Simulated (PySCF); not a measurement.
CdH₄OSi. Atoms are numbered in the order given.

```xyz
7

Cd    -0.0262     0.9704     0.0000
H     -0.4546     2.5512     0.0000
O      0.5994    -0.9108     0.0000
Si    -0.1396    -2.3749     0.0000
H     -1.0152    -2.5741    -1.2067
H      0.9040    -3.4493     0.0000
H     -1.0152    -2.5741     1.2067
```
Charge 0, spin multiplicity 1.

Coordinates come from a PBE-D3(BJ)/def2-TZVP optimisation. The def2 effective core potentials stand for the cores of Cd; spin–orbit coupling is left out.

Level of theory: TDDFT-CAM-B3LYP/def2-SVPD (PySCF 2.14.0).

Vertical excitations. Isolated molecule, no solvent. State labels are in the subgroup Cs.

```tsv
state	symmetry	energy (eV)	λ (nm)	f	main pairs
S1	A"	5.85	212	0.005	HOMO→LUMO 84 %
S2	A'	6.21	200	0.021	HOMO−1→LUMO 66 %, HOMO−1→LUMO+2 19 %
S3	A"	6.46	192	0.004	HOMO→LUMO+2 82 %
S4	A'	6.59	188	0.023	HOMO→LUMO+1 60 %, HOMO−1→LUMO+2 32 %
S5	A"	6.66	186	0.006	HOMO−1→LUMO+1 91 %
S6	A'	6.78	183	0.033	HOMO−1→LUMO+2 41 %, HOMO→LUMO+1 27 %, HOMO−1→LUMO 25 %
S7	A'	7.65	162	0.183	HOMO−2→LUMO 65 %, HOMO−2→LUMO+2 30 %
S8	A"	7.73	160	0.155	HOMO−2→LUMO+1 88 %
S9	A"	7.93	156	0.015	HOMO→LUMO+4 45 %, HOMO−4→LUMO 21 %, HOMO→LUMO+3 18 %
S10	A'	8.04	154	0.031	HOMO−3→LUMO 33 %, HOMO−1→LUMO+4 31 %, HOMO−3→LUMO+2 12 %, HOMO−1→LUMO+3 11 %
T1	A"	5.53	224	0	HOMO→LUMO 73 %, HOMO→LUMO+2 17 %
T2	A'	5.65	219	0	HOMO−1→LUMO 69 %, HOMO−1→LUMO+2 16 %
T3	A'	6.23	199	0	HOMO−2→LUMO 36 %, HOMO→LUMO+1 25 %, HOMO−2→LUMO+2 18 %
T4	A'	6.35	195	0	HOMO→LUMO+1 66 %, HOMO−2→LUMO 15 %
```
Triplets are in the Tamm–Dancoff approximation, which puts them higher than full response would, so one can lie above its singlet here.
